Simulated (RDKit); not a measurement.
Constitutional and geometric isomers with formula C2H6OSi. Gas-phase values, no solvent. One relaxed conformer stands for each flexible species; it need not be the lowest. Strings in code marks are SMILES.

Quantity: electronic energy of isomers of C2H6OSi relative to `C[Si](C)=O`, in kcal/mol. Force-field values (RDKit) are differences of steric energies, which aren't made for comparing isomers with other bonds.

Case: `C=CO[SiH3]` (C–C–O–Si torsion 180°). Geometry of `C=CO[SiH3]` (neutral, multiplicity 1, Å):

```xyz
10

C     -2.1241     0.0690     0.1333
C     -0.8357    -0.2102     0.2797
O      0.1145     0.4790    -0.4693
Si     1.8138     0.1397    -0.3040
H     -2.8659    -0.4643     0.7136
H     -2.4455     0.8305    -0.5656
H     -0.5332    -0.9762     0.9847
H      2.0683    -1.2676    -0.6466
H      2.5771     1.0109    -1.2097
H      2.2307     0.3892     1.0840
```

Task: Estimate the electronic energy of isomers of C2H6OSi relative to `C[Si](C)=O` that UFF, relaxed from the DFT geometry (RDKit) returns for this input.

Result: -0.14 kcal/mol.
